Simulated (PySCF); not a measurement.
Al(Cl)(F)(SMe) (CH3AlClFS), SMILES C[S][Al]([F])[Cl].

Coordinates come from a PBE0-D3(BJ)/def2-SVP optimisation. The structure was generated by enumeration; whether it is a known compound was not checked. The values are those of a single conformer.

Calculation: TDA-PBE/def2-SVPD (PySCF).

Vertical excitations. The molecule is in vacuum. State labels are in the subgroup Cs.

**Question.** Give excitation energies, oscillator strengths and character. (The exact figures need the calculation; the answer reports its results.)

**Answer.** 
| state | symmetry | energy (eV) | λ (nm) | f | main pairs |
|---|---|---|---|---|---|
| S1 | A" | 4.60 | 269 | 0.025 | HOMO→LUMO 99 % |
| S2 | A' | 5.50 | 225 | 0.018 | HOMO→LUMO+1 70 %, HOMO−1→LUMO 29 % |
| S3 | A" | 5.65 | 219 | 0.002 | HOMO→LUMO+2 98 % |
| S4 | A' | 6.28 | 197 | 0.251 | HOMO−1→LUMO 61 %, HOMO→LUMO+1 22 % |
| S5 | A' | 6.37 | 195 | 0.021 | HOMO−2→LUMO 93 % |
| S6 | A" | 6.47 | 191 | 0.000 | HOMO−1→LUMO+1 72 %, HOMO−3→LUMO 26 % |
| S7 | A" | 6.58 | 188 | 0.039 | HOMO−3→LUMO 73 %, HOMO−1→LUMO+1 24 % |
| S8 | A" | 6.82 | 182 | 0.020 | HOMO→LUMO+3 99 % |
| S9 | A" | 6.91 | 179 | 0.000 | HOMO−2→LUMO+1 99 % |
| S10 | A' | 6.93 | 179 | 0.008 | HOMO−1→LUMO+2 93 % |
| T1 | A" | 4.29 | 289 | 0 | HOMO→LUMO 99 % |
| T2 | A' | 4.73 | 262 | 0 | HOMO→LUMO+1 96 % |
| T3 | A" | 5.16 | 240 | 0 | HOMO→LUMO+2 99 % |
| T4 | A' | 5.50 | 225 | 0 | HOMO−1→LUMO 96 % |
Triplets are in the Tamm–Dancoff approximation.
